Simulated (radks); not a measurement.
The numbers below are computed, except where a source is named.
Task: Tm II, configuration [Xe] 4f13 6p1 (not the ground configuration). Code: a radial shooting solver on a logarithmic mesh with Libxc functionals. Model: scalar-relativistic Kohn-Sham, BLYP, spin-polarised, spherical densities, finite nucleus; open shells are filled with parallel spins first (spin-orbit coupling, left out, can overturn this in heavy ions); Fermi nuclear charge, rms radius 5.2256 fm. Some entries of the table are withheld. Estimate them.

orbital  occ.  eigenvalue (eV)  <r^2> (bohr^2)
1s up       1        -59289.94       0.0005485
1s down     1        -59289.94       0.0005485
2s up       1        -10010.27        0.008516
2s down     1        -10010.25        0.008516
2p up       3        -8841.043        0.006944
2p down     3        -8841.029        0.006944
3s up       1        -2255.831         0.05582
3s down     1        -2255.392         0.05580
3p up       3        -1901.684         0.05626
3p down     3        -1901.243         0.05624
3d up       5        -1463.955         0.04687
3d down     5        -1463.617         0.04685
4s up       1        -450.8876          0.2799
4s down     1        -449.9635          0.2799
4p up       3        -334.4899          0.3179
4p down     3        -333.5831          0.3179
4d up       5        -179.8528          0.3796
4d down     5        -178.9652          0.3799
5s up       1         -61.5836             (1)
5s down     1         -61.1329             (2)
5p up       3         -35.0215           2.456
5p down     3         -34.6899           2.469
4f up       7              (3)          0.8864
4f down     6              (4)          0.9087
6p up       1          -6.4175           23.20
6p down     0          -5.7847           23.11

Result: 
(1) 5s up <r^2> (bohr^2): 1.701
(2) 5s down <r^2> (bohr^2): 1.709
(3) 4f up eigenvalue (eV): -11.3590
(4) 4f down eigenvalue (eV): -10.5809
